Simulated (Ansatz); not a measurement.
Relaxation of BF2H6NOSi (12 atoms, charge 0, multiplicity 1), to a largest force component of 0.03 eV/Å in at most 50 steps.

Level of theory: RKS PBE/def2-SVP (Ansatz).

```xyz
12
Properties=species:S:1:pos:R:3
B -1.225 0.171 -0.082
N -0.026 -1.479 1.906
F -1.485 -0.818 -0.944
F -2.174 0.565 0.761
H 0.429 -0.656 1.497
O 0.010 0.883 -0.125
Si 1.158 1.098 -1.357
H -0.921 -1.158 2.305
H -0.244 -2.128 1.136
H 2.428 1.511 -0.680
H 1.366 -0.172 -2.134
H 0.685 2.183 -2.282
```

Question: Where does it end, and by what steps?

Answer: It converged. The force dipped under the threshold on the way, but the program's further checks kept it going. After 30 steps the energy has fallen by 0.129 eV; H11 moved furthest, 1.04 Å.

```tsv
step	energy less start (eV)	largest force component (eV/Å)	accepted
0	0.0000	1.950	yes
2	-0.0853	0.459	yes
4	-0.1036	0.293	yes
6	-0.1086	0.142	yes
8	-0.1121	0.074	yes
10	-0.1149	0.071	yes
12	-0.1169	0.014	yes
14	-0.1179	0.033	yes
16	-0.1190	0.060	yes
18	-0.1193	0.140	no
20	-0.1236	0.063	yes
22	-0.1255	0.080	yes
24	-0.1272	0.078	yes
26	-0.1286	0.074	yes
28	-0.1293	0.036	yes
30	-0.1294	0.013	yes
```

```xyz
12
Properties=species:S:1:pos:R:3
B -1.194 0.450 0.042
N -0.113 -1.758 1.646
F -1.569 -0.447 -0.887
F -2.044 0.707 1.039
H 0.627 -1.067 1.478
O -0.040 1.150 -0.069
Si 1.159 1.083 -1.276
H -0.888 -1.263 2.102
H -0.452 -2.074 0.730
H 2.125 2.182 -0.962
H 1.847 -0.252 -1.215
H 0.543 1.289 -2.629
```

The run took 27 s on 2 threads of AMD EPYC 9R45 96-Core Processor (Zen 5), on a shared host, peak memory 0.2 GiB.
